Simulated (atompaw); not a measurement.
## Plane-wave convergence, PAW (atompaw) potential for Pt (Z = 78)

atompaw 4.2.0.5 input, output lines left out:

```
Pt 78
GGA-PBE scalarrelativistic loggrid 2001 logderivrange -2 5 176
6 6 5 4 0 0
6 0 0.5
6 1 0
5 2 9.5
0 0 0
c
c
c
c
c
v
c
c
c
c
v
c
c
v
c
2
3.00 2.35 2.85 1.85
y
2.5
n
y
0.35
n
y
0.7
n
custom rrkj gramschmidtortho sinc
3 -0.5 ultrasoft
2.35
3.00
3.00
3.00
3.00
1.80
```

The pseudo-atom Hamiltonian at the reference potential is diagonalised in spherical Bessel functions j_l(qr) that vanish at 20 bohr, with q² up to the cutoff. All-electron valence levels (Ry): 6s -0.3868, 6p -0.0509, 5d -0.3873.

Question: How do the lowest levels (Ry) of each channel move with the cutoff, and are there ghosts?

Answer:

```json
{"cutoff (Ry)": "8", "s #1": "-0.3866", "p #1": "-0.0508", "p #2": "0.0590", "d #1": "-0.3790", "d #2": "0.0676", "f #1": "0.1138", "Σ f·Δε (mRy)": "78.9"}
{"cutoff (Ry)": "10", "s #1": "-0.3866", "p #1": "-0.0508", "p #2": "0.0590", "d #1": "-0.3860", "d #2": "0.0675", "f #1": "0.1138", "Σ f·Δε (mRy)": "12.1"}
{"cutoff (Ry)": "12", "s #1": "-0.3867", "p #1": "-0.0508", "p #2": "0.0590", "d #1": "-0.3871", "d #2": "0.0674", "f #1": "0.1138", "Σ f·Δε (mRy)": "1.9"}
{"cutoff (Ry)": "18", "s #1": "-0.3868", "p #1": "-0.0508", "p #2": "0.0590", "d #1": "-0.3872", "d #2": "0.0673", "f #1": "0.1138", "Σ f·Δε (mRy)": "0.5"}
{"cutoff (Ry)": "21", "s #1": "-0.3868", "p #1": "-0.0508", "p #2": "0.0590", "d #1": "-0.3873", "d #2": "0.0673", "f #1": "0.1138", "Σ f·Δε (mRy)": "0.2"}
{"cutoff (Ry)": "25", "s #1": "-0.3868", "p #1": "-0.0508", "p #2": "0.0590", "d #1": "-0.3873", "d #2": "0.0673", "f #1": "0.1138", "Σ f·Δε (mRy)": "0.2"}
{"cutoff (Ry)": "400", "s #1": "-0.3868", "p #1": "-0.0508", "p #2": "0.0590", "d #1": "-0.3873", "d #2": "0.0672", "f #1": "0.1138", "Σ f·Δε (mRy)": "0.0"}
```

Result: no extra level below or beside the all-electron valence levels (s, p, d, f tested); 10 mRy is reached at 12 Ry and 1 mRy at 18 Ry.
